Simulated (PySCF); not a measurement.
Labels have come off several samples. The candidates:

A. `[SiH2](C)[C@@]1(Cl)C=C[Si@H]1P`
B. SMILES CC#C[Si@H]1C[C@H](F)C1
C. `C#C[C@@H](C)[C@@H]1C[Si@@H]1F`

Spectrum 1. 13C{1H} NMR (computed): δ 116.1 (C), 90.4 (CH), 84.0 (C), 27.9 (CH2), 6.0 (CH3).

Spectrum 2. 13C{1H} NMR (computed): δ 94.3 (C), 74.7 (CH), 28.6 (CH), 25.3 (CH), 23.5 (CH3), 8.4 (CH2).

Spectrum 3. 13C{1H} NMR (computed): δ 167.4 (CH), 145.8 (CH), 53.4 (C), -4.4 (CH3).

A single conformation, gas phase, non-relativistic Hamiltonian, fast rotation and ring inversion assumed for equivalent nuclei. NMR shieldings at PBE0/pcSseg-1/GIAO; coordinates at the GFN2-xTB level; PySCF.

Shifts are taken against calculated references (same method and geometry level): 13C against TMS. Splittings of carbon signals by F and P are missing where no couplings were computed. Shifts are as computed. Against solution values, carbons near 30 ppm lie about +3 ppm off and those near 130 ppm about +5 ppm; carbons on Cl a further +6 ppm. Of 1309 compounds with measured shifts, 239 miss one by over three times the rms of a fit or turn the order of signals round; such compounds aren't used in these exercises. Carbons bonded to Cl come out too deshielded.

Q: Match each spectrum to its structure.

A: 1–B, 2–C, 3–A.

- Spectrum 1 (B): 5 13C signals; δC 90.4 is an sp3 CH bonded to F; δC 84.0 is an alkyne carbon.
- Spectrum 2 (C): 6 13C signals; δC 94.3 is an alkyne carbon; δC 74.7 is a terminal alkyne carbon.
- Spectrum 3 (A): 4 13C signals; δC 145.8 is an alkene CH; δC 53.4 is an allylic fully substituted sp3 carbon bonded to Cl and 2 Si.
